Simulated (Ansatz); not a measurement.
Compare A (`C[O][Mo](=[NH])(=[NH])[F]`) with its isomer B (`C[N]=[Mo]([NH2])(=[O])[F]`).

Gas-phase electronic energies from Ansatz, PBE0-D4/def2-TZVP geometries. CCSD(T)/CBS is the MP2 limit (def2-TZVPP, def2-QZVPP) plus CCSD(T) − MP2 in def2-TZVPP, frozen cores. DFT in def2-TZVPP. B3LYP here is the variant with VWN-RPA as its local correlation; programs differ in this. def2 core potentials past Kr. For Mo outer-core shells are correlated without core-valence functions, which leaves a few kJ/mol of doubt a bond. Each species was taken in one conformer, which may not be the lowest.

(1) Which is lower in electronic energy at CCSD(T)/CBS, and by how much? (Estimate.)

(2) Give E(B) − E(A) in kJ/mol with B3LYP, B3LYP-D4, r2SCAN-D4, HF/def2-TZVPP, ωB97M-V, B2PLYP, LDA (SPW92). (Best estimate.)

(3) Does the order hold for the free energy at 298.15 K (harmonic terms from PBE0-D4)? (Estimate.)

Largest T1 diagnostic: 0.022.

Answers

(1) Computed: B, by 101.8 kJ/mol.

(2) Computed: B3LYP -105.3, B3LYP-D4 -104.6, r2SCAN-D4 -111.0, HF/def2-TZVPP -89.8, ωB97M-V -103.5, B2PLYP -111.4, LDA (SPW92) -109.6. None reverses the order clearly.

(3) The calculation gave: Yes: G(B) − G(A) = -95.5 kJ/mol, for one conformer each. Modes under 60 cm⁻¹, often nearly free rotors, make the harmonic entropy too high.

From BLYP to BHLYP (50 % exact exchange), in def2-TZVPP and without D4, E(B) − E(A) moves by +9.0 kJ/mol. Leaving LDA and LC-ωPBE aside and taking each functional with its dispersion term where it has one, the values, not all of them listed here, spread over 15.5 kJ/mol, from revPBE-D4 to BHLYP-D4. LDA lies +3.6 kJ/mol from PBE without D4.
